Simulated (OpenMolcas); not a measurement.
# Potential curves of HfO: spin–orbit levels

Computed with OpenMolcas 26.06: state-averaged CASSCF(8,9) over Hf 6s 5d, O 2p, XMS-CASPT2 (IPEA 0.25, imaginary shift 0.2 hartree), scalar X2C, ANO-RCC-VDZP, then RASSI spin–orbit state interaction with atomic mean-field integrals. C2 symmetry about the axis (a holds Σ, Δ, Γ; b holds Π, Φ, H; Σ⁺ and Σ⁻ are not told apart); roots by multiplicity and irrep: 1a 3, 3a 2.

XMS-CASPT2 energies with spin–orbit state interaction in eV from the lowest point. Curves are followed by energy order within each symmetry, so they are adiabatic and may change character at avoided crossings; for Ω = 0 the + and − levels are counted together.

| R (Å) | (1)Ω=0 | (1)Ω=2 | (2)Ω=2 |
| --- | --- | --- | --- |
| 1.546 | 0.986 | 2.275 | 3.356 |
| 1.615 | 0.252 | 1.473 | 2.590 |
| 1.667 | 0.020 | 1.185 | 2.321 |
| 1.718 | 0.000 | 1.117 | 2.286 |
| 1.778 | 0.156 | 1.241 | 2.386 |
| 1.838 | 0.421 | 1.484 | 2.586 |
| 1.924 | 0.911 | 1.925 | 2.993 |
| 2.062 | 1.866 | 2.777 | 3.815 |
| 2.319 | 3.767 | 4.514 | 5.458 |

(1) With masses 179.947 and 15.995 u, fit the curves (1)Ω=0, (1)Ω=2 near their minima.

Left out for impure symmetry, kinks or missing points, though low: (1)Ω=1, (1)Ω=3. Only roots inside an energy window near the equilibrium distance were included, so the list of states is not complete; labels number the states computed. Each spin and symmetry block has orbitals of its own, averaged over its own roots, so gaps between blocks are less sure than gaps within one and near the minimum can be off by tenths of an eV, in bad cases by more. No Rydberg orbitals are active, so Rydberg states, and σ→σ* states whose orbital the CASSCF left unused, can be missing between those listed. CASPT2 splits the two components of degenerate states numerically, here by up to 18 cm⁻¹. No roots were computed in blocks 1b, 3b (none fell in the window or the block failed), so states of that kind are missing and can lie low or lowest. For d and f metals this valence active space lacks a second d shell: the order of states is not reliable within half an eV or more, and the lowest computed state need not be the true ground state.

Answers

(1) At XMS-CASPT2 with spin–orbit state interaction, Te from the lowest curve (the fit fixes ωe to a per cent or two; the method's Re and ωe can be off by some per cent):

| curve | Te (cm⁻¹) | Re (Å) | ωe (cm⁻¹) |
| --- | --- | --- | --- |
| (1)Ω=0 | 0 | 1.697 | 1087.4 |
| (1)Ω=2 | 9110 | 1.710 | 1088.3 |
